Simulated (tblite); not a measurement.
Record of a relaxation.

Species: C₆H₉Ga.
Numbering: `[CH:1]#[C:2][CH2:3][C:4]1([GaH2:5])[CH2:6][CH2:7]1` (hydrogens: H8 on C1; H9, H10 on C3; H11, H12 on Ga5; H13, H14 on C6; H15, H16 on C7)

Computed with GFN2-xTB (tblite), gas phase: L-BFGS steps from a force-field or distance-geometry start until the largest atomic force falls under 0.01 eV/Å. 8 of its 133 geometries are shown.

Step 0: E = -502.6002 eV, largest atomic force 2.668 eV/Å
```
atom  x, y, z in Å  |  force x, y, z in eV/Å
C1      2.378    2.079    0.691   -1.056  -1.266  -0.991
C2      1.764    1.230    0.054    1.664   1.787   1.074
C3      1.078    0.188   -0.698    0.389   0.122   0.138
C4     -0.222   -0.133    0.009   -0.049  -1.154  -0.132
Ga5    -1.778    1.051    0.476   -1.380  -0.159  -0.209
C6     -0.225   -1.187    1.100    0.542  -0.512   0.304
C7     -0.661   -1.564   -0.293   -0.373   0.331   0.874
H8      2.891    2.852    1.244   -0.530  -0.780  -0.518
H9      1.687   -0.753   -0.763   -0.162   0.823   0.146
H10     0.868    0.508   -1.744    0.150   0.023   0.554
H11    -2.746    2.077   -0.274    0.534   0.514  -0.327
H12    -3.062    0.352    1.310    0.800  -0.219   0.222
H13     0.741   -1.593    1.474   -0.773   0.310  -0.349
H14    -1.021   -1.199    1.873    0.445   0.308  -0.385
H15     0.051   -2.236   -0.788   -0.811   0.403  -0.223
H16    -1.752   -1.664   -0.414    0.611  -0.532  -0.178
```

Step 19: E = -503.2297 eV, largest atomic force 0.131 eV/Å
```
atom  x, y, z in Å  |  force x, y, z in eV/Å
C1      2.325    2.096    0.705   -0.043   0.006   0.011
C2      1.703    1.266    0.108    0.035   0.025  -0.026
C3      1.028    0.232   -0.651    0.000  -0.035  -0.008
C4     -0.281   -0.195   -0.005   -0.016  -0.014  -0.032
Ga5    -1.903    0.965    0.315    0.030  -0.081   0.078
C6     -0.209   -1.223    1.096    0.007   0.019  -0.033
C7     -0.720   -1.622   -0.247    0.006  -0.085   0.057
H8      2.869    2.828    1.222   -0.022   0.035   0.052
H9      1.697   -0.633   -0.714    0.047  -0.017  -0.068
H10     0.853    0.606   -1.668   -0.049  -0.012   0.021
H11    -2.455    2.248   -0.405    0.009   0.122  -0.048
H12    -2.837    0.262    1.393   -0.057   0.072  -0.018
H13     0.761   -1.581    1.413   -0.063  -0.010   0.024
H14    -0.953   -1.149    1.893    0.108  -0.032   0.003
H15    -0.101   -2.259   -0.864    0.007   0.004  -0.012
H16    -1.784   -1.832   -0.334    0.000   0.004   0.001
```

Step 38: E = -503.2980 eV, largest atomic force 0.120 eV/Å
```
atom  x, y, z in Å  |  force x, y, z in eV/Å
C1      2.029    2.101    0.786   -0.026   0.028   0.024
C2      1.550    1.259    0.081   -0.009  -0.028   0.033
C3      0.939    0.225   -0.731   -0.047  -0.033   0.020
C4     -0.285   -0.322    0.000   -0.029   0.000   0.055
Ga5    -1.745    1.052    0.294    0.096  -0.049   0.053
C6     -0.087   -1.331    1.108    0.030   0.069   0.023
C7     -0.704   -1.763   -0.178    0.003   0.056  -0.008
H8      2.476    2.843    1.379    0.000  -0.002   0.003
H9      1.673   -0.558   -0.946   -0.020  -0.003  -0.017
H10     0.621    0.692   -1.674    0.009  -0.100  -0.055
H11    -1.810    2.453   -0.426    0.018   0.039  -0.032
H12    -2.956    0.679    1.245   -0.009  -0.018   0.027
H13     0.912   -1.677    1.337   -0.019   0.078  -0.026
H14    -0.731   -1.259    1.981   -0.013  -0.015  -0.008
H15    -0.124   -2.402   -0.829   -0.005   0.004  -0.048
H16    -1.768   -1.983   -0.171    0.021  -0.026  -0.045
```

Step 57: E = -503.3149 eV, largest atomic force 0.066 eV/Å
```
atom  x, y, z in Å  |  force x, y, z in eV/Å
C1      1.890    2.096    0.803   -0.001   0.045   0.017
C2      1.478    1.260    0.048   -0.029  -0.029  -0.033
C3      0.912    0.194   -0.757    0.007  -0.017   0.037
C4     -0.313   -0.338   -0.014    0.000  -0.022  -0.011
Ga5    -1.680    1.112    0.333    0.064  -0.009  -0.015
C6     -0.068   -1.334    1.094   -0.002  -0.011  -0.005
C7     -0.684   -1.788   -0.186   -0.033   0.018  -0.024
H8      2.313    2.834    1.418   -0.016   0.008  -0.011
H9      1.661   -0.590   -0.906    0.002   0.006  -0.029
H10     0.617    0.593   -1.738    0.014  -0.011   0.060
H11    -1.636    2.517   -0.388   -0.005  -0.005   0.000
H12    -2.909    0.831    1.293    0.004  -0.006   0.033
H13     0.951   -1.623    1.313    0.009  -0.009  -0.008
H14    -0.708   -1.306    1.971   -0.001   0.040  -0.006
H15    -0.098   -2.394   -0.864    0.018   0.007   0.025
H16    -1.735   -2.055   -0.163   -0.029  -0.004  -0.030
```

Step 75: E = -503.3416 eV, largest atomic force 0.113 eV/Å
```
atom  x, y, z in Å  |  force x, y, z in eV/Å
C1      1.624    2.175    0.760   -0.011   0.051   0.001
C2      1.420    1.258    0.009    0.015  -0.004   0.026
C3      0.978    0.117   -0.762   -0.022  -0.018   0.048
C4     -0.304   -0.372   -0.089   -0.022  -0.029  -0.001
Ga5    -1.490    1.184    0.446    0.069   0.008  -0.082
C6     -0.154   -1.362    1.045   -0.002  -0.021   0.004
C7     -0.701   -1.812   -0.269    0.006   0.017  -0.012
H8      1.943    2.991    1.339    0.006   0.018   0.026
H9      1.740   -0.664   -0.777    0.109  -0.029   0.010
H10     0.789    0.434   -1.792   -0.076  -0.001  -0.052
H11    -1.573    2.562   -0.325   -0.030  -0.032   0.013
H12    -2.461    0.982    1.683    0.022   0.002  -0.007
H13     0.831   -1.704    1.332    0.012   0.008   0.003
H14    -0.843   -1.272    1.881   -0.038  -0.032   0.010
H15    -0.056   -2.438   -0.874   -0.043   0.033  -0.049
H16    -1.750   -2.070   -0.353    0.004   0.030   0.063
```

Step 94: E = -503.3643 eV, largest atomic force 0.077 eV/Å
```
atom  x, y, z in Å  |  force x, y, z in eV/Å
C1      1.363    2.259    0.706   -0.009  -0.008  -0.040
C2      1.367    1.285   -0.008    0.031   0.004   0.066
C3      1.055    0.056   -0.701   -0.024  -0.025  -0.005
C4     -0.278   -0.396   -0.084    0.004   0.023  -0.036
Ga5    -1.269    1.273    0.501   -0.042  -0.005   0.006
C6     -0.214   -1.444    1.005   -0.003  -0.058  -0.039
C7     -0.741   -1.802   -0.348   -0.022   0.055  -0.002
H8      1.605    3.137    1.238   -0.004   0.021   0.014
H9      1.845   -0.685   -0.561    0.057  -0.026  -0.017
H10     0.941    0.255   -1.772   -0.013  -0.016   0.016
H11    -1.667    2.543   -0.342    0.011  -0.050  -0.015
H12    -1.904    1.167    1.937   -0.022   0.046   0.041
H13     0.738   -1.862    1.299    0.029   0.028   0.039
H14    -0.930   -1.362    1.821    0.047  -0.019  -0.041
H15    -0.119   -2.425   -0.982   -0.057   0.030   0.043
H16    -1.802   -1.992   -0.454    0.017   0.000  -0.028
```

Step 113: E = -503.3771 eV, largest atomic force 0.052 eV/Å
```
atom  x, y, z in Å  |  force x, y, z in eV/Å
C1      1.276    2.300    0.681    0.011  -0.037  -0.035
C2      1.372    1.289    0.022   -0.003   0.046   0.019
C3      1.092    0.037   -0.643   -0.011  -0.003  -0.003
C4     -0.254   -0.400   -0.038    0.002  -0.012   0.012
Ga5    -1.217    1.291    0.536   -0.001   0.005  -0.005
C6     -0.206   -1.517    0.981   -0.011   0.005   0.001
C7     -0.773   -1.770   -0.378    0.011   0.006   0.002
H8      1.482    3.208    1.181    0.004  -0.005   0.005
H9      1.886   -0.696   -0.470    0.005   0.010   0.001
H10     1.000    0.207   -1.721   -0.016  -0.002   0.008
H11    -1.742    2.415   -0.425    0.006   0.000  -0.012
H12    -1.734    1.370    2.015    0.000   0.003   0.016
H13     0.745   -1.968    1.232   -0.007  -0.003  -0.005
H14    -0.897   -1.468    1.818   -0.004  -0.010   0.011
H15    -0.194   -2.379   -1.061    0.005   0.002  -0.002
H16    -1.842   -1.910   -0.473    0.010  -0.005  -0.014
```

Step 132: E = -503.3785 eV, largest atomic force 0.010 eV/Å
```
atom  x, y, z in Å  |  force x, y, z in eV/Å
C1      1.289    2.313    0.680    0.001  -0.003  -0.003
C2      1.362    1.300    0.023   -0.001  -0.001   0.002
C3      1.079    0.043   -0.633    0.005   0.004   0.005
C4     -0.258   -0.405   -0.016   -0.001   0.004   0.000
Ga5    -1.222    1.292    0.540    0.003   0.006   0.000
C6     -0.205   -1.538    0.983    0.001  -0.001   0.004
C7     -0.771   -1.772   -0.380   -0.001   0.001   0.000
H8      1.502    3.218    1.182   -0.001  -0.005  -0.007
H9      1.883   -0.680   -0.467    0.000  -0.003   0.000
H10     0.970    0.206   -1.710    0.000   0.010  -0.001
H11    -1.736    2.388   -0.460   -0.002   0.002   0.002
H12    -1.730    1.421    2.020    0.001   0.001  -0.002
H13     0.748   -1.991    1.224    0.007  -0.001   0.001
H14    -0.892   -1.506    1.823   -0.008  -0.004   0.001
H15    -0.187   -2.364   -1.072   -0.001   0.000   0.000
H16    -1.839   -1.916   -0.481   -0.001  -0.008  -0.002
```

Question: Summarise the path.

Answer: The energy falls by 0.7783 eV from step 0 to step 132; nine tenths of that is first reached at step 40. It falls at every step. The largest force goes from 2.668 to 0.010 eV/Å. Among the bonds Ga5–H12 changes most, from 1.683 to 1.570 Å; the atoms move by 0.770 Å rms after alignment.

What follows is the cost of the whole relaxation. Time: 0.89 s wall. Hardware: one thread of an Arm Neoverse V1, shared host with 32 logical CPUs at a one-minute load of 24.
